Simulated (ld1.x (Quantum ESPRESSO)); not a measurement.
What one change does to a pseudopotential (Sn (Z = 50), TM)

ld1.x (Quantum ESPRESSO) 7.5 input, shortened:

```
&input
   title='Sn', zed=50., rel=1, dft='PZ', iswitch=3,
   config='[Kr] 4d10 5s2 5p2'
 /
 &inputp
   pseudotype=2, tm=.true., lloc=0,
   nlcc=.true., new_core_ps=.true.
 /
2
5P  2  1   2.00   0.00  2.60  2.60  0.0
5S  1  0   2.00   0.00  1.70  1.70  0.0
 &test
   configts(1)='5s2 5p2'
 /
```

Change: wave 5p (bound): rc 2.60 bohr becomes 5p (bound): rc 1.68 bohr.

Cutoffs: the cutoffs (Ry, on a coarse ladder) from which the occupation-weighted sum of valence levels, in a spherical-Bessel basis at the reference potential, stays within 10 and 1 mRy of its value at 400 Ry; they do not see the model core or the augmentation charge, which bear on the density cutoff. Errors are all-electron minus pseudo energies relative to the spin-unpolarised reference configuration.

Problem. What does the change do?

Solution. The potential gets harder (25 Ry and 55 Ry → 45 Ry and 100 Ry); a bound ghost appears in p, which as a rule spoils a file; of the 9 tests that both files solve, the error grows in 1 and shrinks in 1 by more than 15 % and 0.3 meV (median size 9.9 → 11.0 meV). A smaller radius makes the pseudo-wave follow the all-electron one further in, where it bends more sharply, so more plane waves are needed.

```tsv
quantity	base	changed
cutoff, loose	25 Ry	45 Ry
cutoff, tight	55 Ry	100 Ry
loose cutoff by channel (10 mRy a level)	p 6 Ry, s 21 Ry	p 40 Ry, s 21 Ry
bound ghosts	none	p
error for 5s2 5p1, meV [ΔE 7.10 eV]	-8.4	-9.0
error for 5s2 5p0, meV [ΔE 21.36 eV]	-62	-68
error for 5s1 5p0, meV [ΔE 52.81 eV]	-333	-355
error for 5s2 5p1.5, meV [ΔE 2.72 eV]	-1.7	-1.7
error for 5s0 5p4, meV [ΔE 14.40 eV]	-58	-43
error for 5s1 5p2, meV [ΔE 14.83 eV]	-37	-35
error for 5s2 5p2.3, meV [ΔE -0.90 eV]	+0.1	+0.1
error for 5s2 5p2 (spin-polarised), meV [ΔE -0.47 eV]	-2.5	-4.1
error for 5s2 5p1 (spin-polarised), meV [ΔE 6.95 eV]	-9.9	-11
```

 A true bound ghost makes a file unfit for plane-wave use even where its test errors are small: the radial tests pick states by their node count and pass the ghost by.
